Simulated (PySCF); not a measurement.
bromoethene (C₂H₃Br), SMILES C=CBr.

Geometry optimised at PBE0-D3(BJ)/def2-TZVP.

The numbers are results of TDDFT-PBE/def2-SVPD run with PySCF 2.14.0, not measurements.

Vertical excitations. Gas-phase values at a fixed geometry. State labels are in the subgroup Cs.

| state | symmetry | energy (eV) | λ (nm) | f | main pairs |
|---|---|---|---|---|---|
| S1 | A" | 5.64 | 220 | 0.002 | HOMO→LUMO+1 70 %, HOMO−1→LUMO 30 % |
| S2 | A" | 5.67 | 219 | 0.000 | HOMO−1→LUMO 70 %, HOMO→LUMO+1 30 % |
| S3 | A' | 5.87 | 211 | 0.153 | HOMO→LUMO 86 % |
| S4 | A' | 6.47 | 192 | 0.001 | HOMO−1→LUMO+1 99 % |
| S5 | A" | 6.64 | 187 | 0.001 | HOMO→LUMO+2 100 % |
| S6 | A" | 7.16 | 173 | 0.001 | HOMO→LUMO+3 100 % |
| S7 | A' | 7.36 | 168 | 0.052 | HOMO−1→LUMO+2 99 % |
| S8 | A" | 7.50 | 165 | 0.046 | HOMO→LUMO+4 99 % |
| S9 | A' | 7.84 | 158 | 0.007 | HOMO−1→LUMO+3 65 %, HOMO→LUMO+5 35 % |
| S10 | A" | 7.89 | 157 | 0.000 | HOMO−2→LUMO+1 71 %, HOMO−3→LUMO 27 % |
| T1 | A' | 4.18 | 297 | 0 | HOMO→LUMO 95 % |
| T2 | A" | 5.18 | 239 | 0 | HOMO→LUMO+1 100 % |
| T3 | A" | 5.55 | 223 | 0 | HOMO−1→LUMO 100 % |
| T4 | A' | 5.80 | 214 | 0 | HOMO−1→LUMO+1 100 % |
Triplets are in the Tamm–Dancoff approximation, which puts them higher than full response would, so one can lie above its singlet here.
